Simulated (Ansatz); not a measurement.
Consider the cleavage of the Ge–Ga bond: `[Cl][GaH][GeH3]` + `O[SiH2]F` → `F[SiH2][O][GeH3]` + `[Cl][GaH2]`.

Calculated with Ansatz (gas phase, PBE0-D4/def2-TZVP geometries, no zero-point term in ΔE). CCSD(T)/CBS is the MP2 limit (def2-TZVPP, def2-QZVPP) plus CCSD(T) − MP2 in def2-TZVPP, frozen cores. For Ga, Ge outer-core shells are correlated without core-valence functions, which leaves a few kJ/mol of doubt a bond. Scalar relativity is left out up to krypton. One conformer a species, not always the lowest.

```
           species  CCSD(T)/CBS(def2) energy (Eh)
 `[Cl][GaH][GeH3]`                    -4462.28367
        `O[SiH2]F`                     -465.96250
`F[SiH2][O][GeH3]`                    -2543.28863
      `[Cl][GaH2]`                    -2384.95520
```

Problem. Work out ΔE.

Solution. ΔE = (-2543.28863) + (-2384.95520) − (-4462.28367) − (-465.96250) = 0.00234 Eh = +6.1 kJ/mol.

Largest T1 diagnostic among the species: 0.012.

From BLYP to BHLYP (50 % exact exchange), in def2-TZVPP and without D4, ΔE moves by −12.3 kJ/mol. In def2-TZVPP, CCSD(T) changes the Hartree–Fock value by +21.3 kJ/mol (the triples alone add +1.6 kJ/mol) and MP2 by +19.8 kJ/mol.
